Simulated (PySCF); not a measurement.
A geometry optimisation on `C=CB[SiH3]`.

Method: PBE0-D3(BJ)/def2-SVP geometry optimisation, gas phase (PySCF 2.14.0). Start geometry: GFN2-xTB. The input is one job of a driver script: a line of settings, then coordinates in Å.

Input:
```
{"job": {"xc": "PBE0", "basis": "def2-SVP", "d3": "d3bj", "grid": 1, "kind": "geom"}, "charge": 0, "multiplicity": 1}
C     -1.677935     0.586360     1.444717
C     -0.570003     0.028587     0.950191
B     -0.270404    -0.090622    -0.561050
Si     1.547832    -0.401615    -1.226190
H     -1.849569     0.719056     2.503188
H     -2.455800     0.956817     0.795353
H      0.169571    -0.303488     1.673995
H     -1.178611     0.026074    -1.297443
H      2.602889    -0.362905    -0.199127
H      1.700461    -1.721937    -1.864266
H      1.986993     0.566345    -2.245332
```

Estimate the output.

```
step   0  E = -394.27955375  max force = 0.019754
step   1  E = -394.28384359  max force = 0.001798
step   2  E = -394.28398171  max force = 0.001123
step   3  E = -394.28406516  max force = 0.000908
step   4  E = -394.28412501  max force = 0.000882
step   5  E = -394.28418015  max force = 0.001035
step   6  E = -394.28421077  max force = 0.000567
step   7  E = -394.28422171  max force = 0.000245
optimisation converged
```

Energies in Eh; «max force» is the largest Cartesian gradient component in Eh/bohr.

Give the first gradient maximum in eV/Å.

With 1 Eh/bohr = 51.422 eV/Å, 1.016 eV/Å.

How much energy does the optimisation release, in kcal/mol?

E(step 0) − E(last step) = 0.004668 Eh, which is 2.9 kcal/mol.

Main results: final energy -394.28422 Eh after 7 steps; dipole 2.14 D.

Where do the atoms end?

0.212 Å rms from the input after alignment:
```
atom  x, y, z in Å
C1    -1.6433    0.5276    1.4030
C2    -0.3984    0.2273    0.9817
B3    -0.0740    0.1425   -0.5228
Si4    1.7335   -0.3282   -1.2897
H5    -1.9118    0.5980    2.4640
H6    -2.4481    0.7142    0.6833
H7     0.3678    0.0501    1.7473
H8    -0.9815    0.3532   -1.3015
H9     2.8335   -0.4076   -0.2743
H10    1.6423   -1.6691   -1.9610
H11    2.1497    0.6560   -2.3422
```

How long does this job take on an Arm Neoverse V1 with one thread, shared host? And the peak memory of the process?

About 17 s, with 0.45 GiB resident at the peak, the Python interpreter and its libraries included.
Labels such as C1 count atoms from 1, the log's own numbers from 0.
